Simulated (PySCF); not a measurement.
# Correlation energy of N⁺ (nitrogen, charge +1)

[He] 2s2 2p2, high-spin 3P determinant. Calculation: PySCF 2.14, in cc-pVTZ-DK; scalar relativity by spin-free X2C-1e. Frozen: 1s2; 4 electrons correlated.

MP2 pair energies summed by pair of shells (mhartree):

```json
{"pair": "2s-2p", "energy": "-43.69", "share (%)": "61.1"}
{"pair": "2s-2s", "energy": "-20.36", "share (%)": "28.5"}
{"pair": "2p-2p", "energy": "-7.48", "share (%)": "10.5"}
```

Total MP2 correlation energy: -71.53 mhartree.

Same-spin part -12.92 and opposite-spin part -58.60 mhartree; SCS-MP2 scales them by 1/3 and 6/5 to -74.63 mhartree.

```
  level  correlation energy (mhartree)
   CCSD                         -92.55
    (T)                          -1.60
CCSD(T)                         -94.15
```

Diagnostics: T1 = 0.0063, D1 = 0.0123, largest double amplitude 0.119.

Problem. Is a single reference adequate?

Solution. Mostly. T1 lies below 0.03, but a double amplitude of this size points to a near-degeneracy that CCSD handles and MP2 describes poorly.
